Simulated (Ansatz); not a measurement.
| atom | x (Å) | y (Å) | z (Å) |
| --- | --- | --- | --- |
| H | 0.0000 | 0.0000 | -1.2320 |
| Be | 0.0000 | 0.0000 | 0.0000 |
| H | 0.0000 | 0.0000 | 1.2320 |

Basis set: 6-31G* (spherical functions). All electrons are correlated. Charge 0, multiplicity 1.

Computed with Ansatz (development build ahead of 0.2.0); each method stands on the lowest determinant of its kind that the runs found. Restricted open shells among the atoms or ions are ROHF, correlated in semicanonical orbitals with singles.

(1) Give the atomization energy at this shape (free ground-state atoms in the same class of orbitals less the molecule, no zero-point energy) of singlet BeH₂ by RHF-MP2, RHF.

Answers

(1)

| method | atomization energy |
| --- | --- |
| RHF-MP2 | 542.6 kJ/mol |
| RHF | 512.6 kJ/mol |

Caution: the shape is not the minimum.
